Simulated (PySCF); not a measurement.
Frontier levels across methods

Compound: CH₈BNO.
Cartesian coordinates in Å at the PBE0-D3(BJ)/def2-SVP level; atoms count from 1:
```
atom  x, y, z in Å
N1     1.267   -0.073    0.303
B2     0.177    0.092   -0.899
C3    -1.074    0.739   -0.108
O4    -1.316   -0.014    1.101
H5     1.766    0.793    0.504
H6     1.947   -0.815    0.156
H7     0.664   -0.296    1.113
H8     0.667    0.775   -1.789
H9    -0.065   -1.061   -1.259
H10   -1.991    0.793   -0.723
H11   -0.883    1.772    0.235
H12   -1.626   -0.881    0.815
```

Basis pcSseg-2 throughout (PySCF), one geometry. One conformer (not necessarily the lowest) at the PBE0-D3(BJ)/def2-SVP geometry, without solvent, vibrations or thermal averaging.

Task: How do the orbital energies, the gap and the dipole change with the method?

Result: 
```tsv
method	kind	HOMO (eV)	LUMO (eV)	gap (eV)	μ (D)	SCF cycles
OPBE	GGA	-5.40	-0.78	4.62	3.71	16
BLYP	GGA	-5.42	-0.92	4.50	3.65	15
PBE	GGA	-5.49	-0.87	4.62	3.66	15
B97-D	GGA	-5.50	-0.73	4.77	3.67	15
BP86	GGA	-5.60	-0.72	4.89	3.66	15
KT3	GGA	-5.62	-1.09	4.53	3.63	15
KT2	GGA	-5.62	-0.85	4.77	3.60	15
LDA	LDA	-5.64	-0.93	4.71	3.63	15
B97-2	global hybrid	-6.68	-0.08	6.60	3.71	13
B3LYP	global hybrid	-6.75	-0.46	6.30	3.69	13
PBE0	global hybrid	-6.95	-0.11	6.85	3.71	13
mPW1PW91	global hybrid	-6.99	-0.13	6.85	3.71	13
BHandHLYP	global hybrid	-8.39	0.40	8.79	3.73	12
CAM-B3LYP	range-separated hybrid	-8.43	0.55	8.98	3.71	13
wB97X-D	range-separated hybrid	-8.86	1.64	10.50	3.76	12
LC-wPBE	range-separated hybrid	-9.75	1.74	11.49	3.74	13
HF	Hartree–Fock	-10.58	2.07	12.65	3.80	10
```

The HOMO spans 5.18 eV, from OPBE down to HF, and the gap runs from 4.50 eV (BLYP) to 12.65 eV (HF). Over the methods OPBE (0 %), BLYP (0 %), PBE (0 %), B97-D (0 %), BP86 (0 %), KT3 (0 %), KT2 (0 %), LDA (0 %), B97-2 (21 %), B3LYP (20 %), PBE0 (25 %), mPW1PW91 (25 %), BHandHLYP (50 %), HF (100 %), a straight line through the gap against the share of exact exchange rises by 0.80 eV for each 10 % (correlation coefficient 0.998). The dipole ranges from 3.60 D (KT2) to 3.80 D (HF). This basis has no diffuse functions.

The vertical ΔSCF ionisation energy at CAM-B3LYP/def2-SVPD is 9.47 eV; −ε(HOMO) comes closest to it with LC-wPBE (9.75 eV).
